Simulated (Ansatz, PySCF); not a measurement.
Scan of H3B, singlet: umbrella (inversion) coordinate, bond length relaxed. Scanned: angle between the B-H bonds and the threefold axis (90 = planar). Other coordinates (B-H bond length) were minimised at B3LYP/def2-TZVP.

Levels: RKS-M06-2X/6-31G* = restricted M06-2X/6-31G*, spherical d (PySCF 2.14.0); RKS-PBE0/def2-SVP = restricted PBE0/def2-SVP run with Ansatz (an electronic-structure program); FCI/def2-SVP = full CI/def2-SVP, frozen core (Ansatz).

Energies relative to the lowest point of each profile, in kcal/mol:

```
a / °   RKS-M06-2X/6-31G*  RKS-PBE0/def2-SVP
------  -----------------  -----------------
90                    0.0                0.0
93.72                 0.8                0.8
95.89                 2.1                2.0
104.74               12.9               12.4
108.16               19.6               18.8
110.38               24.8               23.7
113.65               33.4               31.9
116.30               41.4               39.5
119.83               53.5               51.0
123.34               67.2               63.8
125.99               78.7               74.6
132                 108.7              102.6
```

Task: Estimate the FCI/def2-SVP values at these points.

Result: 90: 0.0; 93.72: 0.8; 95.89: 2.1; 104.74: 13.1; 108.16: 19.8; 110.38: 25.0; 113.65: 33.6; 116.30: 41.6; 119.83: 53.6; 123.34: 67.1; 125.99: 78.3; 132: 107.2 (kcal/mol).
